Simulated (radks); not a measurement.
Effect of the nuclear size on the sulfur ion S+, [Ne] 3s2 3p3. Method: Dirac Kohn-Sham, exchange-only LDA, spin-unpolarised, spherical densities, finite nucleus; open shells fill j = l - 1/2 first; Fermi nuclear charge, rms radius 3.2611 fm; computed with a radial shooting solver on a logarithmic mesh with Libxc functionals. The rms radius is varied about that value; shifts are against it.

| rms radius (fm) | total energy shift (eV) | density at nucleus (e/bohr^3) | 1s1/2 shift (meV) | 2s1/2 shift (meV) |
|---|---|---|---|---|
| 2.935 | -0.00192 | 2929 | -0.805 | -0.056 |
| 3.0785 | -0.00110 | 2926 | -0.461 | -0.032 |
| 3.2611 | 0 | 2923 | 0.000 | 0.000 |
| 3.4633 | 0.00129 | 2920 | 0.541 | 0.038 |
| 3.7503 | 0.00325 | 2916 | 1.36 | 0.095 |

Slopes of the eigenvalues against <r^2> in GHz/fm^2, as finite differences over the two radii next to the reference (eigenvalue slopes, not the field-shift constants of lines): 1s1/2 96.2, 2s1/2 6.72.
